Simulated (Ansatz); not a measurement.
Consider the redistribution: `CCBCC` + `[AlH2][GeH3]` → `CC[BH][AlH2]` + `C[CH2][GeH3]`.

Calculated with Ansatz (gas phase, PBE0-D4/def2-TZVP geometries, no zero-point term in ΔE). CCSD(T)/CBS is the MP2 limit (def2-TZVPP, def2-QZVPP) plus CCSD(T) − MP2 in def2-TZVPP, frozen cores. Functionals use def2-TZVPP. For Ge outer-core shells are correlated without core-valence functions, which leaves a few kJ/mol of doubt a bond. Scalar relativity is left out up to krypton. Each species was taken in one conformer, which may not be the lowest.

CCSD(T)/CBS gives +77.2 kJ/mol.

Question: Another level gave +80.6 kJ/mol. Which?
A. CCSD(T)/def2-TZVPP
B. PBE-D4/def2-TZVPP
C. RPA@PBE/def2-TZVPP
D. BHLYP/def2-TZVPP

Answer: B. PBE-D4 80.6, RPA@PBE/def2-TZVPP 71.8, BHLYP 85.0, CCSD(T)/def2-TZVPP 76.2 kJ/mol.

Largest T1 diagnostic among the species: 0.012.

The D4 term adds −3.3 kJ/mol with B3LYP and −1.6 kJ/mol with PBE0; it sums over pairs of atoms, weighted by their polarisabilities, and B3LYP, whose exchange is more repulsive, gets the larger term. Leaving LDA and LC-ωPBE aside and taking each functional with its dispersion term where it has one, the values, not all of them listed here, spread over 8.0 kJ/mol, from revPBE-D4 to r2SCAN0-D4. LDA lies +4.0 kJ/mol from PBE without D4. In def2-TZVPP, CCSD(T) changes the Hartree–Fock value by −5.7 kJ/mol (the triples alone add −0.9 kJ/mol) and MP2 by −5.1 kJ/mol.

B3LYP here is the variant with VWN-RPA as its local correlation; programs differ in this.
